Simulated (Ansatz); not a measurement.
`[Cl][Ge]([Cl])([Cl])[I]` → `[Cl][Ge][Cl]` + `ClI` at 600 K and 1 bar (germylene formation by 1,1-elimination).

Computed with Ansatz on PBE0-D4/def2-TZVP structures; ΔE is electronic, products minus reactants. CBS: MP2 limit from def2 TZ/QZ plus the TZ coupled-cluster correction, frozen cores. Elements past krypton have def2 core potentials. For Ge, I outer-core shells are correlated without core-valence functions, which leaves a few kJ/mol of doubt a bond. Scalar relativity is left out up to krypton.

```json
{"species": "`[Cl][Ge]([Cl])([Cl])[I]`", "CCSD(T)/CBS energy (Eh)": "-3753.05178", "H − E (kJ/mol)": "66.6", "S (J/(mol·K))": "452.6"}
{"species": "`[Cl][Ge][Cl]`", "CCSD(T)/CBS energy (Eh)": "-2995.74627", "H − E (kJ/mol)": "35.7", "S (J/(mol·K))": "334.2"}
{"species": "`ClI`", "CCSD(T)/CBS energy (Eh)": "-757.20745", "H − E (kJ/mol)": "22.8", "S (J/(mol·K))": "272.4"}
```

H − E and S are ideal-gas, rigid-rotor, harmonic terms from PBE0-D4/def2-TZVP. 1 Eh = 2625.50 kJ/mol, R = 8.31446 J/(mol·K).

Task: By hand: ΔE, ΔH, ΔS and ΔG.

Result: ΔE = (-2995.74627) + (-757.20745) − (-3753.05178) = 0.09806 Eh = 257.5 kJ/mol. Δ(H − E) = 35.7 + 22.8 − 66.6 = -8.1, so ΔH = 249.4 kJ/mol. ΔS = 334.2 + 272.4 − 452.6 = 154.0 J/(mol·K). ΔG = 249.4 − 600 × (154.0)/1000 = 157.0 kJ/mol.

Task: By hand: the equilibrium constant, and the temperature at which ΔG would vanish if ΔH and ΔS stayed fixed.

Result: log₁₀ K = −ΔG/(RT ln 10) = -13.7. ΔG = 0 at ΔH/ΔS = 1619 K.

The number of gas molecules changes by +1, which sets the sign of ΔS. A doubt of 5 kJ/mol in ΔE shifts log₁₀ K by 0.4 here. These are equilibria of isolated gas molecules and say nothing of rates. Largest T1 diagnostic: 0.013 (customary marks: 0.02 for closed shells, 0.045 for open ones).
